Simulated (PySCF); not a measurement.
**Si²⁺: excitation energy**

Si²⁺ [Ne] 3s2 (1S) → Si²⁺ [Ne] 3p2 (3P), as a difference of total energies. All numbers are calculated (PySCF 2.14, no relativity, point nucleus, in dyall-av2z (13s9p2d, 50 functions)). Correlated levels: valence: [Ne] frozen; virtual orbitals above 40 to 60 times the deepest correlated orbital energy dropped. The calculations carry no spin-orbit coupling.

```
           method  excitation energy (eV)
              UHF                  15.018
    MP2 (valence)                  15.671
SCS-MP2 (valence)                  15.928
   CCSD (valence)                  15.986
```

Task: How much does correlation contribute at MP2 (valence)?

Result: 15.671 − (15.018) = 0.653 eV, measured against UHF.

A first-order spin-orbit estimate (lowest level to lowest level, LS coupling) adds -0.026 eV.

With two correlated electrons CCSD is exact in that space.
